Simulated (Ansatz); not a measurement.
Consider the cleavage of the Si–Si bond: `C[Si](N)(O)[SiH3]` + CH₃OH → `CO[Si](C)(N)O` + SiH₄.

Program: Ansatz. Geometries: PBE0-D4/def2-TZVP. ΔE: electronic, gas phase. CCSD(T)/CBS adds triple-zeta CCSD(T) − MP2 to the extrapolated MP2 energy (def2 sets, frozen cores). This one scheme is used for every species. One conformer a species, not always the lowest.

```csv
species,CCSD(T)/CBS(def2) energy (Eh)
`C[Si](N)(O)[SiH3]`,-751.59825
CH₃OH,-115.61712
`CO[Si](C)(N)O`,-575.80154
SiH₄,-291.46306
```

Work out ΔE.

ΔE = (-575.80154) + (-291.46306) − (-751.59825) − (-115.61712) = -0.04923 Eh = -129.3 kJ/mol.

Largest T1 diagnostic among the species: 0.012.

From PBE to PBE0 (25 % exact exchange), in def2-TZVPP and without D4, ΔE moves by −9.0 kJ/mol. In def2-TZVPP, CCSD(T) changes the Hartree–Fock value by +19.4 kJ/mol (the triples alone add +2.6 kJ/mol) and MP2 by +14.3 kJ/mol.
